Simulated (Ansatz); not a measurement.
Program: Ansatz. Geometries: PBE0-D4/def2-TZVP. ΔE: electronic, gas phase. CCSD(T)/CBS adds triple-zeta CCSD(T) − MP2 to the extrapolated MP2 energy (def2 sets, frozen cores). This one scheme is used for every species. def2 core potentials past Kr. For In outer-core shells are correlated without core-valence functions, which leaves a few kJ/mol of doubt a bond. One conformer a species, not always the lowest.

Consider the ligand exchange at the In–O bond: `[OH][In]([OH])[Cl]` + H₂S → `[OH][In]([SH])[Cl]` + H₂O.

```
             species  CCSD(T)/CBS(def2) energy (Eh)
`[OH][In]([OH])[Cl]`                     -801.23057
                 H₂S                     -398.97279
`[OH][In]([SH])[Cl]`                    -1123.85063
                 H₂O                      -76.37941
```

Question: Work out ΔE.

Answer: ΔE = (-1123.85063) + (-76.37941) − (-801.23057) − (-398.97279) = -0.02668 Eh = -70.0 kJ/mol.

Largest T1 diagnostic among the species: 0.016.

The D4 term adds −3.6 kJ/mol with B3LYP and −2.1 kJ/mol with PBE0; it sums over pairs of atoms, weighted by their polarisabilities, and B3LYP, whose exchange is more repulsive, gets the larger term. From PBE to PBE0 (25 % exact exchange), in def2-TZVPP and without D4, ΔE moves by −6.6 kJ/mol.

B3LYP here is the variant with VWN-RPA as its local correlation; programs differ in this.
